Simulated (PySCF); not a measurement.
Cyclohexanone, C6H10O.
Z-matrix (Å and degrees, PBE0-D3(BJ)/def2-SVP geometry), rows numbered from 1:
```
O 
C   1  1.2073
C   2  1.5149  1  122.57
C   3  1.5305  2  112.23  1   132.29
C   4  1.5243  3  111.58  2    51.85
C   5  1.5244  4  111.08  3   -56.47
C   2  1.5150  1  122.56  3  -179.37
H   3  1.1058  2  106.86  1  -108.19
H   3  1.0990  2  108.26  1     7.41
H   4  1.1014  3  109.82  2   175.13
H   4  1.1041  3  109.04  2   -68.81
H   5  1.1016  4  110.18  3  -178.86
H   5  1.1054  4  109.47  3    64.55
H   6  1.1014  5  110.81  4   179.20
H   6  1.1041  5  109.14  4   -64.12
H   7  1.0990  2  108.28  1    -7.46
H   7  1.1058  2  106.88  1   108.16
```

Computed with PySCF at PBE0/pcSseg-1 and wB97X-D/def2-SVPD, non-relativistic, on one gas-phase PBE0-D3(BJ)/def2-SVP geometry that isn't relaxed in the solvent. The solvent is an IEF-PCM continuum (van der Waals radii × 1.2). Specific hydrogen bonds and non-electrostatic terms are outside this model.

Gas phase at PBE0/pcSseg-1: HOMO -6.96 eV, LUMO -0.42 eV, dipole 3.24 D.

What does the continuum do to the energy, the frontier levels and the dipole at PBE0/pcSseg-1 in chloroform and acetonitrile?

```
     solvent      ε  E(solvent) − E(gas) (kcal/mol)  polarisation term (kcal/mol)  distortion of the solute (kcal/mol)  HOMO (eV)  LUMO (eV)  dipole (D)
  chloroform  4.711                           -3.80                         -4.35                                 0.55      -7.06      -0.41        3.93
acetonitrile  35.69                           -5.21                         -6.27                                 1.06      -7.10      -0.42        4.20
```

The polarisation term is half the interaction of the solute with the surface charges that it induces; the rest is the cost of distorting the solute's density. The sum is the electrostatic part of solvation alone. From chloroform to acetonitrile the lowering changes by a factor 1.37, Onsager's factor (ε − 1)/(2ε + 1) by 1.35 and ε itself by 7.6.

Which radius a makes the point-dipole formula ΔE = −[(ε − 1)/(2ε + 1)]·μ²/a³ give the value in acetonitrile, with the gas-phase dipole?

μ = 1.274 au and |ΔE| = 0.00830 Eh give a = 2.40 Å; the farthest nucleus lies 2.72 Å from the centroid of the nuclei, so such a sphere wouldn't even hold the nuclei. The formula assumes a rigid point dipole at the centre of a sphere.

Which Hirshfeld charges (PBE0/pcSseg-1) respond most in acetonitrile (means over atoms taken as equivalent)?

```json
{"atoms": "O1", "environment": "ketone oxygen", "gas (e)": "-0.244", "solvent (e)": "-0.292", "change": "-0.048"}
{"atoms": "C2", "environment": "ketone carbonyl carbon", "gas (e)": "+0.168", "solvent (e)": "+0.174", "change": "+0.006"}
{"atoms": "H8/H9/H16/H17", "environment": "methylene hydrogen", "gas (e)": "+0.047", "solvent (e)": "+0.050", "change": "+0.003"}
{"atoms": "H12/H13", "environment": "methylene hydrogen", "gas (e)": "+0.039", "solvent (e)": "+0.042", "change": "+0.003"}
{"atoms": "H10/H11/H14/H15", "environment": "methylene hydrogen", "gas (e)": "+0.040", "solvent (e)": "+0.043", "change": "+0.003"}
{"atoms": "C4/C6", "environment": "ring CH2 carbon", "gas (e)": "-0.063", "solvent (e)": "-0.061", "change": "+0.002"}
{"atoms": "C5", "environment": "ring CH2 carbon", "gas (e)": "-0.067", "solvent (e)": "-0.066", "change": "+0.001"}
{"atoms": "C3/C7", "environment": "sp3 carbon next to a carbonyl", "gas (e)": "-0.077", "solvent (e)": "-0.076", "change": "+0.001"}
```

How do the nuclear quadrupole coupling constants eQVzz/h respond in acetonitrile?

```tsv
nucleus	Q (barn)	gas (MHz)	solvent (MHz)	η gas	η solvent
17O at O1	-0.0256	12.33	11.81	0.50	0.41
```

Gas phase at wB97X-D/def2-SVPD: HOMO -8.94 eV, LUMO 1.29 eV, dipole 3.47 D.

What does the continuum do to the energy, the frontier levels and the dipole at wB97X-D/def2-SVPD in chloroform and acetonitrile?

```tsv
solvent	ε	E(solvent) − E(gas) (kcal/mol)	polarisation term (kcal/mol)	distortion of the solute (kcal/mol)	HOMO (eV)	LUMO (eV)	dipole (D)
chloroform	4.711	-4.18	-4.86	0.68	-9.05	1.30	4.26
acetonitrile	35.69	-5.76	-7.09	1.33	-9.11	1.28	4.59
```

How does the static polarisability (wB97X-D/def2-SVPD, frozen core, with the continuum's full static response) change?

```tsv
medium	isotropic (au)	principal values (au)	⟨r²⟩ of the electrons (bohr²)
gas	71.0	60.9, 72.8, 79.3	745.4
chloroform	88.2	76.9, 89.4, 98.2	745.9
acetonitrile	96.5	86.0, 96.8, 106.6	746.1
```

The isotropic value in acetonitrile is 1.36 times the gas-phase one; no cavity-field correction is applied. ⟨r²⟩ is taken about the centre of nuclear charge.

Note: wB97X-D ran without an empirical dispersion term, which enters the total energy and its gradient alone.
